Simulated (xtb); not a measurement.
Species: C2H7SSi, SMILES `C[Si](C)S` (charge 0, multiplicity 2).

Question: Give a relaxed geometry from xtb with GFN2-xTB.

Answer: This is not unique; one that fits is the end point of this relaxation, one of several conformers (outside a Z-matrix the atoms follow the SMILES, hydrogens last).
Cartesian coordinates (Å) in one orientation:
```xyz
11

C      1.546     0.343     0.026
Si    -0.279     0.385    -0.526
C     -1.118    -1.309    -0.339
S     -1.384     1.745     0.788
H      2.006     1.326    -0.018
H      2.124    -0.323    -0.607
H      1.623    -0.016     1.051
H     -0.648    -2.051    -0.977
H     -2.171    -1.258    -0.599
H     -1.046    -1.654     0.691
H     -0.653     2.812     0.509
```
